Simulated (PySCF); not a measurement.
**Bonding in `C#C[Si](O)(O)O[SiH2]C=C`**

Compound: C4H8O3Si2.
Numbering: `[CH:1]#[C:2][Si:3]([OH:4])([OH:5])[O:6][SiH2:7][CH:8]=[CH2:9]` (hydrogens: H10 on C1; H11 on O4; H12 on O5; H13, H14 on Si7; H15 on C8; H16, H17 on C9)

Cartesian coordinates in Å at the GFN2-xTB level; atoms count from 1:
```xyz
17
C4H8O3Si2 angstrom
C     -3.071    2.056   -0.444
C     -2.548    1.080    0.020
Si    -1.738   -0.425    0.745
O     -1.990   -0.509    2.351
O     -2.307   -1.794    0.095
O     -0.160   -0.299    0.419
Si     1.136   -0.872   -0.373
C      2.391    0.526   -0.249
C      3.657    0.427   -0.622
H     -3.530    2.910   -0.853
H     -1.576    0.127    2.927
H     -3.081   -2.200    0.472
H      1.588   -2.085    0.316
H      0.764   -1.159   -1.760
H      2.046    1.476    0.143
H      4.056   -0.493   -1.020
H      4.356    1.247   -0.551
```

Bond orders from the PBE0/pcSseg-1 density (PySCF). Isolated species at its GFN2-xTB geometry (one conformer only).

(1) How far do the computed orders between heavy atoms stray from the drawn ones?

(2) Give the Mayer order of every bond, beside its length.

Results:

(1) The largest departure is 0.432, at C1–C2 (drawn triple, 2.568). Drawn single, order below 0.88: C2–Si3 (0.842). Drawn double or triple, more than 0.30 short of the drawn order: C1–C2 (2.568).

(2) 
| bond | drawn as | length (Å) | Mayer order |
| --- | --- | --- | --- |
| C1–C2 | triple | 1.201 | 2.568 |
| C2–Si3 | single | 1.857 | 0.842 |
| Si3–O4 | single | 1.628 | 1.080 |
| Si3–O5 | single | 1.618 | 1.078 |
| Si3–O6 | single | 1.617 | 0.974 |
| O6–Si7 | single | 1.623 | 0.886 |
| Si7–C8 | single | 1.883 | 0.884 |
| C8–C9 | double | 1.323 | 1.988 |
| C1–H10 | single | 1.052 | 1.087 |
| O4–H11 | single | 0.952 | 0.931 |
| O5–H12 | single | 0.953 | 0.929 |
| Si7–H13 | single | 1.466 | 0.925 |
| Si7–H14 | single | 1.465 | 0.927 |
| C8–H15 | single | 1.085 | 0.945 |
| C9–H16 | single | 1.078 | 0.958 |
| C9–H17 | single | 1.080 | 0.952 |

By pair of heavy elements: C–C: lowest C8–C9 (1.988, 1.323 Å), highest C1–C2 (2.568, 1.201 Å). C–Si: lowest C2–Si3 (0.842, 1.857 Å), highest Si7–C8 (0.884, 1.883 Å); in 1 of the 1 pairs the longer bond (by over 0.003 Å) has the higher order (by 0.02 or more). O–Si: lowest O6–Si7 (0.886, 1.623 Å), highest Si3–O4 and Si3–O5 (1.080, 1.628 Å); in 2 of the 6 pairs the longer bond (by over 0.003 Å) has the higher order (by 0.02 or more). Bonds named together lie within 0.004.

**Question.** Sum the orders of all bonds at each heavy atom with more than one neighbour and set the sums beside the valence in the SMILES.

**Answer.** C1 3.655 (drawn 4), C2 3.410 (drawn 4), Si3 3.974 (drawn 4), O4 2.011 (drawn 2), O5 2.007 (drawn 2), O6 1.860 (drawn 2), Si7 3.622 (drawn 4), C8 3.817 (drawn 4), C9 3.898 (drawn 4). Orders between atoms that aren't bonded are not in these sums.

For a closed shell the Mayer order of atoms A and B is Σ (PS)μν (PS)νμ over the basis functions μ on A and ν on B, with P the density and S the overlap matrix.
